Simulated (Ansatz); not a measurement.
Relaxation of CH12Si4 (17 atoms, charge 0, multiplicity 1), to a largest force component of 0.02 eV/Å in at most 40 steps.

Theory: Ansatz 0.2.0, RKS PBE0/STO-3G.

```xyz
17
Properties=species:S:1:pos:R:3:forces:R:3
Si 0.000 0.000 0.000 0.05 0.04 -0.06
C 0.000 0.000 1.870 0.01 -0.01 0.37
H -1.000 -0.309 2.240 0.68 0.23 0.08
H 0.768 -0.711 2.240 -0.55 0.46 0.09
H 0.232 1.020 2.240 -0.13 -0.70 0.07
Si 2.094 0.000 -0.739 0.53 0.02 -0.09
H 2.551 -1.376 -0.908 0.07 0.46 -0.01
H 2.157 0.694 -2.022 0.17 -0.25 0.35
H 2.951 0.682 0.226 -0.07 -0.21 -0.40
Si -1.046 1.812 -0.739 -0.31 0.48 -0.10
H -2.430 1.478 -1.061 0.35 0.32 0.03
H -1.022 2.844 0.293 -0.10 -0.15 -0.42
H -0.374 2.307 -1.937 -0.34 0.00 0.32
Si -1.046 -1.812 -0.739 -0.26 -0.51 -0.15
H -1.703 -2.485 0.377 0.11 0.05 -0.44
H -2.045 -1.427 -1.731 0.24 -0.32 0.25
H -0.078 -2.717 -1.351 -0.45 0.10 0.12
```

Problem. Where does it end, and by what steps?

Solution. The run converged. The force dipped under the threshold on the way, but the program's further checks kept it going. Limits of this set-up: minimal basis. After 21 steps the energy has fallen by 0.237 eV; H16 moved furthest, 1.17 Å.

| step | energy less start (eV) | largest force component (eV/Å) | accepted |
| --- | --- | --- | --- |
| 0 | 0.0000 | 0.701 | yes |
| 1 | -0.1076 | 0.671 | yes |
| 2 | -0.1675 | 0.406 | yes |
| 3 | -0.1862 | 0.037 | yes |
| 4 | -0.1890 | 0.312 | yes |
| 5 | -0.1950 | 0.162 | yes |
| 6 | -0.2054 | 0.047 | yes |
| 7 | -0.2069 | 0.253 | yes |
| 8 | -0.2154 | 0.141 | yes |
| 9 | -0.2230 | 0.014 | yes |
| 10 | -0.2211 | 0.338 | no |
| 11 | -0.2265 | 0.079 | yes |
| 12 | -0.2286 | 0.135 | yes |
| 13 | -0.2302 | 0.124 | yes |
| 14 | -0.2326 | 0.132 | yes |
| 15 | -0.2342 | 0.133 | yes |
| 16 | -0.2351 | 0.098 | yes |
| 17 | -0.2362 | 0.025 | yes |
| 18 | -0.2366 | 0.015 | yes |
| 19 | -0.2368 | 0.021 | yes |
| 20 | -0.2368 | 0.029 | yes |
| 21 | -0.2369 | 0.011 | yes |

```xyz
17
Properties=species:S:1:pos:R:3
Si 0.002 -0.007 -0.023
C 0.029 -0.163 1.856
H -0.984 -0.228 2.267
H 0.570 -1.059 2.176
H 0.517 0.699 2.322
Si 2.124 0.118 -0.761
H 2.881 -1.055 -0.395
H 2.170 0.233 -2.200
H 2.806 1.267 -0.213
Si -1.129 1.861 -0.569
H -2.494 1.808 -0.102
H -0.516 3.035 0.007
H -1.167 2.049 -2.000
Si -1.021 -1.821 -0.876
H -2.373 -1.946 -0.384
H -1.088 -1.754 -2.317
H -0.318 -3.035 -0.531
```

Whether the end is a true minimum wasn't checked by a vibrational analysis.

Run time: 100 s on 1 thread of Arm Neoverse V1 (shared host), peak memory 0.14 GiB.
